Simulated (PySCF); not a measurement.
WO2(OMe)2, C₂H₆O₄W (singlet state).
Bonds: W1–O2, W1–O3, W1–O4, W1–O9, O4–C5, O9–C10. Hydrogens: H6, H7, H8 on C5; H11, H12, H13 on C10.

Computed with PBE0-D3(BJ)/def2-SVP geometry optimisation, gas phase, def2 core potentials past Kr in PySCF 2.14.0.

Task: How far are the bound atoms from W1?

Result: 4 atoms: O3 1.709 Å, O2 1.709 Å, O9 1.866 Å, O4 1.866 Å. The nearest atom not counted as bound is C10, at 3.11 Å (others tie with it).

Task: List the angles at W1.

Result: 
```csv
angle,degrees,distance of the outer atoms (Å)
O4–W1–O9,110.7,3.07
O3–W1–O4,110.1,2.93
O2–W1–O9,110.0,2.93
O2–W1–O4,110.0,2.93
O3–W1–O9,109.8,2.92
O2–W1–O3,106.2,2.73
```

Task: What is the shape at W1?

Result: Tetrahedral: angles from 106.2° to 110.7°; τ4 = (360° − α − β)/141° = 0.99 with α and β the two widest (0 for a square, 1 for a tetrahedron). The W–O distances aren't all alike: 1.709 to 1.866 Å.

Task: What are the other bond lengths?

Result: O4–C5, O9–C10 1.399 Å; C5–H6 and 5 like bonds 1.102 Å.

Task: Give some angles away from the centre.

Result: W1–O4–C5 145.1°.

Task: What are the rotational constants (commonest isotopes, rigid rotor)?

Result: A = 3052, B = 1230, C = 1122 MHz: an asymmetric top.

Point group: near C2v, missed by 0.13 Å at most; the miss may be what the optimiser left on a soft mode (C2 holds within 0.08 Å). Charge 0, singlet. Whether it is a minimum is left open (no frequencies).

Hardware: one thread of an Arm Neoverse V1, no GPU, shared host with 32 logical CPUs at a one-minute load of 9.6. Cost: 2.0 min, 0.55 GiB resident at most. That covers the optimisation of the geometry.
